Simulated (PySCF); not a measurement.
**Finite-field polarisability of Ru (ruthenium, neutral)**

[Kr] 4d7 5s1, high-spin 5F determinant. Calculation: PySCF 2.14, in ANO-RCC-VTZP (7s6p4d2f1g, 68 functions); scalar relativity by spin-free X2C-1e. Frozen: [Kr]. Energy changes in a uniform field (μhartree):

```csv
axis,F (au),HF,MP2,CCSD,CCSD(T)
x,0.0016,-104.199,-68.935,-81.374,-79.419
x,0.0032,-416.127,-276.193,-325.304,-317.540
y,0.0016,-104.199,-68.935,-81.374,-79.419
y,0.0032,-416.127,-276.193,-325.304,-317.540
z,0.0016,-104.198,-68.935,-81.373,-79.417
z,0.0032,-416.114,-276.208,-325.287,-317.522
```

Question: Derive α along x at CCSD(T) from the two fields.

Answer: With ΔE = −αF²/2 − γF⁴/24, α = −(16 ΔE(F) − ΔE(2F))/(6F²) = 62.06 bohr³.

Question: And the mean polarisability at each level?

Answer: HF 81.45, MP2 53.83, CCSD 63.59, CCSD(T) 62.05 bohr³. Reference: 72 ± 10 bohr³ (recommended; Schwerdtfeger and Nagle, table of static dipole polarizabilities (2023 update)).

The basis has no added diffuse functions, which lowers α.
